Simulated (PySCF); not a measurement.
Al(Et)3, SMILES C[CH2][Al]([CH2]C)[CH2]C (GFN2-xTB optimised geometry):

```
22

Al    -0.364     0.138     0.000
C     -1.249    -1.669     0.016
C     -2.567    -1.825    -0.759
H     -1.419    -2.017     1.047
H     -0.514    -2.380    -0.397
H     -2.435    -1.547    -1.804
H     -3.341    -1.187    -0.338
H     -2.925    -2.855    -0.725
C     -1.316     1.913     0.000
C     -2.851     1.856    -0.011
H     -0.983     2.516    -0.859
H     -0.996     2.492     0.881
H     -3.222     1.285     0.840
H     -3.211     1.375    -0.919
H     -3.286     2.855     0.037
C      1.646     0.138     0.000
C      2.251     1.479     0.445
H      2.049    -0.111    -0.993
H      2.025    -0.658     0.658
H      1.964     1.707     1.471
H      1.894     2.291    -0.188
H      3.341     1.464     0.393
```

Level of theory: CAM-B3LYP/def2-SVP (PySCF).

Task: What are the frontier orbital energies and the dipole moment?

Result: HOMO-2 -10.62 eV, HOMO-1 -8.33 eV, HOMO -8.19 eV, LUMO 0.38 eV, LUMO+1 1.49 eV; dipole moment 0.10 D.

On the same geometry PBE/def2-SVP (PySCF 2.14.0) gives HOMO-2 -7.71 eV, HOMO-1 -5.72 eV, HOMO -5.59 eV, LUMO -1.35 eV, LUMO+1 -0.15 eV; dipole moment 0.09 D.

Meta-Löwdin charges at CAM-B3LYP/def2-SVP: Al1 0.82, C2 -0.45, C3 -0.27, H4 0.09, H5 0.09, H6 0.08, H7 0.09, H8 0.09, C9 -0.45, C10 -0.27, H11 0.09, H12 0.09, H13 0.08, H14 0.09, H15 0.09, C16 -0.45, C17 -0.27, H18 0.09, H19 0.09, H20 0.08, H21 0.09, H22 0.09.
